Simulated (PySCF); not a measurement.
## 31P shifts, computed and measured

Computed: GIAO KT3/pcSseg-2, gas phase, PySCF SCF with an in-house response code, geometries PBE0-D3(BJ)/def2-SVP, one conformer, no vibrational averaging, against isolated H3PO4 at the same level. Measured: against 85 % H3PO4, in the medium listed. The two scales can differ by a constant.

Spin-orbit coupling, left out here, shifts light nuclei bound to heavy atoms (carbon on iodine by tens of ppm).

```tsv
compound (atom-mapped SMILES)	atom	computed / ppm	measured / ppm	medium
[O:1]=[P:2]([CH2:3][c:4]1[cH:5][cH:6][c:7]([Br:8])[cH:9][cH:10]1)([c:11]1[cH:12][cH:13][cH:14][cH:15][cH:16]1)[c:17]1[cH:18][cH:19][cH:20][cH:21][cH:22]1	P2	2.8	29.1	CDCl3
[CH3:1][P+:2]([c:3]1[cH:4][cH:5][cH:6][cH:7][cH:8]1)([c:9]1[cH:10][cH:11][cH:12][cH:13][cH:14]1)[c:15]1[cH:16][cH:17][cH:18][cH:19][cH:20]1	P2	6.5	23	not stated
```

Problem. Give computed and measured shifts for these two.

```
                                                                                                             compound (atom-mapped SMILES)  atom
[CH3:1][C:2]([CH3:3])([CH3:4])[P@@:5](=[O:6])([CH2:7][c:8]1[cH:9][cH:10][cH:11][cH:12][cH:13]1)[c:14]1[cH:15][cH:16][cH:17][cH:18][cH:19]1    P5
    [CH3:1][C:2]([CH3:3])=[CH:4][CH2:5][P:6](=[O:7])([c:8]1[cH:9][cH:10][cH:11][cH:12][cH:13]1)[c:14]1[cH:15][cH:16][cH:17][cH:18][cH:19]1    P6
```

Solution. 
```tsv
compound (atom-mapped SMILES)	atom	computed / ppm	measured / ppm	medium
[CH3:1][C:2]([CH3:3])([CH3:4])[P@@:5](=[O:6])([CH2:7][c:8]1[cH:9][cH:10][cH:11][cH:12][cH:13]1)[c:14]1[cH:15][cH:16][cH:17][cH:18][cH:19]1	P5	21.8	46.99	CDCl3
[CH3:1][C:2]([CH3:3])=[CH:4][CH2:5][P:6](=[O:7])([c:8]1[cH:9][cH:10][cH:11][cH:12][cH:13]1)[c:14]1[cH:15][cH:16][cH:17][cH:18][cH:19]1	P6	9.2	31.64	CDCl3
```

Problem. How well does this level do over the whole set?

Solution. Computed less measured averages -22.6 ppm, and the scatter about that mean is 3.8 ppm (rms) over 4 compounds.

Measured values: E. Pretsch, P. Bühlmann, M. Badertscher, Structure Determination of Organic Compounds, 4th ed., Springer 2009; supporting information or article, doi 10.1039/d2ra02812c; supporting information or article, doi 10.1039/d4gc04409f.
